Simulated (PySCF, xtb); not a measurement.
C₂HCl₃, SMILES ClC(=CCl)Cl.

GFN2-xTB (xtb 6.7.1) at its own geometry gives an orbital gap of 3.96 eV and a dipole moment of 0.83 D.

The structure is a stationary point at B3LYP-D3(BJ)/def2-SVP.

What does ωB97X/def2-TZVP (PySCF) give? (Estimate from the structure and the level; the computed values follow.)

gap 10.90 eV (levels -9.68 and 1.22 eV), dipole 0.92 D.
